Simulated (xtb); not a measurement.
A geometry relaxed with xtb 6.7.1 with GFN2-xTB, charge 0, multiplicity 1:

```xyz
8

H     -0.7501     1.7924    -1.0093
H      1.9732    -0.9545     0.5054
H     -1.2278    -1.1756    -0.3467
C     -0.3992     0.9218    -0.5190
C     -0.8126    -0.3406     0.2114
O      1.8526    -0.1218     0.0318
C      0.5594     0.1543    -0.0999
H     -1.1956    -0.2761     1.2263
```

Problem. Write the SMILES of this molecule.

Solution. `OC1=CC1`
